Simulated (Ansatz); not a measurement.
H₃BrGeO (SMILES [OH][GeH2][Br]), singlet, at a GFN2-xTB geometry; R2SCAN/cc-pVTZ (Ansatz, a program for electronic structure).

The Ansatz input:
Ansatz 0.2 input:
```yaml
crystal:
  periodic: [false, false, false]
  atoms:
    - {symbol: Ge, position_ang: [0.24081336, -0.93689287, 0.01304549]}
    - {symbol: O, position_ang: [1.89943456, -0.75076688, -0.42099430]}
    - {symbol: Br, position_ang: [-0.71852440, 1.12574794, 0.07569397]}
    - {symbol: H, position_ang: [-0.32192613, -1.73744848, -1.11847349]}
    - {symbol: H, position_ang: [0.09566476, -1.54271570, 1.38887719]}
    - {symbol: H, position_ang: [2.47311161, -0.13430648, 0.03080630]}
basis:
  gaussian:
    orbitals: cc-pVTZ
hamiltonian:
  xc: r2scan
```

The log (banner, timings and long lists left out):

```
Functional definition: r2SCAN
1078 factors; their error is unknown
mean field evaluation 1: about -128658.2417 eV, gradient 6.0e1 eV
mean field evaluation 2: about -128623.7358 eV, gradient 1.4e2 eV
mean field evaluation 4: about -128663.6223 eV, gradient 6.7e0 eV
mean field evaluation 8: about -128663.7003 eV, gradient 1.6e-1 eV
mean field evaluation 16: about -128663.6892 eV, gradient 4.7e-5 eV
mean field -128663.68919738 eV, -4728.3033666228 hartree, gradient 4.7e-5 eV, S^2 0.000000; 0 other end points of the search recorded, 0 dependent functions left out
reference -128663.68920778 eV, -4728.3033670052 hartree; 39, 39 occupied and 119, 119 virtual orbitals, 1078 factors
Total energy: -128663.68920778 eV, -4728.3033670052 hartree
```
